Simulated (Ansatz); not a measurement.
Cost and result for the atomization energy of C$_{2}$H$_{7}$BN$_{2}$Si (`C=N[SiH2]N1BC1`) (13 atoms, 13 bonds).

```xyz
13

C    -2.299    0.885   -0.520
N    -1.553    0.464   -1.440
Si    0.044   -0.178   -1.274
N     0.608   -0.213    0.352
B     0.685   -0.085    1.703
C     1.907   -0.657    0.972
H    -3.299    1.271   -0.755
H    -2.023    0.901    0.544
H     0.032   -1.561   -1.810
H     0.957    0.668   -2.081
H     0.068    0.273    2.648
H     2.102   -1.727    0.930
H     2.773   -0.043    0.732
```

Charge 0, multiplicity 1. All single points use the PBE0-D4/def2-TZVP geometry. It is one conformer, not always the lowest. Program: Ansatz. All runs use 4 threads of an Intel Xeon Platinum 8375C on a shared host. Times are those of one run each, without the atoms' runs, and a repeat can differ threefold. Electronic energies, without spin–orbit coupling; frozen cores. CCSD(T)/CBS adds CCSD(T) − MP2 in def2-TZVPP to the MP2 limit, and its time is that of the two runs behind it. T1 = 0.014. B3LYP takes the VWN-RPA correlation (the form of Gaussian; ORCA's B3LYP/G).

CCSD(T)/CBS is a level of theory with its own doubt, some kJ/mol a heavy atom from the limit and from the frozen cores, so smaller differences don't rank the functionals.

| level | functions | wall time | atomization (kJ/mol) | difference from CCSD(T)/CBS | per bond |
| --- | --- | --- | --- | --- | --- |
| PBE-D4/def2-TZVPP (with forces) | 295 | 2.8 s | 5102.9 | 148.0 | 11.4 |
| PBE0-D4/def2-TZVPP | 295 | 3.1 s | 4998.2 | 43.3 | 3.3 |
| r2SCAN-D4/def2-TZVPP (with forces) | 295 | 4.4 s | 4979.0 | 24.1 | 1.9 |
| B3LYP-D4/def2-TZVPP (with forces) | 295 | 4.9 s | 5004.3 | 49.4 | 3.8 |
| B2PLYP/def2-TZVPP | 295 | 6 s | 4936.2 | -18.7 | -1.4 |
| ωB97X-V/def2-TZVPP | 295 | 7.5 s | 5002.4 | 47.5 | 3.7 |
| ωB97M-V/def2-TZVPP (with forces) | 295 | 11 s | 5004.1 | 49.2 | 3.8 |
| MP2/def2-QZVPP | 565 | 27 s | 4989.5 | 34.6 | 2.7 |
| CCSD(T)/def2-TZVPP | 295 | 6.5 min | 4811.2 | -143.7 | -11.1 |
| CCSD(T)/CBS(def2) | – | 6.9 min | 4954.9 | 0.0 | 0.0 |

In def2-TZVPP, CCSD(T) changes the Hartree–Fock value by +1271.3 kJ/mol (the triples alone add +83.6 kJ/mol) and MP2 by +1363.5 kJ/mol; breaking electron pairs costs correlation energy, which Hartree–Fock lacks. From PBE to PBE0 (25 % exact exchange), in def2-TZVPP and without D4, the atomization energy moves by −100.4 kJ/mol: exact exchange takes away binding that semilocal exchange gives to molecules. The D4 term adds +45.9 kJ/mol with B3LYP and +24.4 kJ/mol with PBE0; it sums over pairs of atoms, weighted by their polarisabilities, and B3LYP, whose exchange is more repulsive, gets the larger term.
